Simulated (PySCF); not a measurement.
# PBE0 on Zr (zirconium, neutral)

Configuration: [Kr] 4d1 5s2 6s1, high-spin 3D determinant (an excited configuration). Computed with PySCF 2.14 in aug-cc-pwCVTZ-PP with ECP28MDF, with scalar relativity through the core potential.

```
Total energy                                                  : -46.5446 hartree
One-electron energy                                           : -75.9339 hartree
Hartree (Coulomb) energy                                      : 35.0072 hartree
Exchange-correlation energy                                   : -5.6178 hartree
⟨S²⟩                                                          : 2.0025
⟨L²⟩                                                          : 10.781
Sum of ⟨r⟩                                                    : 28.08 bohr
Sum of ⟨r²⟩                                                   : 136.7 bohr²
Traceless quadrupole moment −½Σ⟨3z² − r²⟩ along its main axis : 10.9 e·bohr²
Time after the integrals                                      : of the order of 21 core-seconds
```

```tsv
shell	electrons	mean orbital energy (eV)	spread (eV)	rms radius, mean of both spins (bohr)
4s α	1	-62.699	0	1.30
4s β	1	-62.023	0	1.30
4p α	3	-39.248	0.699	1.47
4p β	3	-38.404	0.248	1.47
4d α	1	-9.434	0	2.27
5s α	1	-7.682	0	3.27
5s β	1	-7.448	0	3.27
6s α	1	-1.724	0	9.69
```

⟨L²⟩ = 10.78 against 6 for a pure D term, so this real determinant mixes terms. Energies and moments cover only the electrons outside the core potential. The outer electron is Rydberg-like, and this basis confines it to a smaller radius and binds it less than a complete one would. The s, p, d and f populations moved away from the nominal configuration during the SCF.
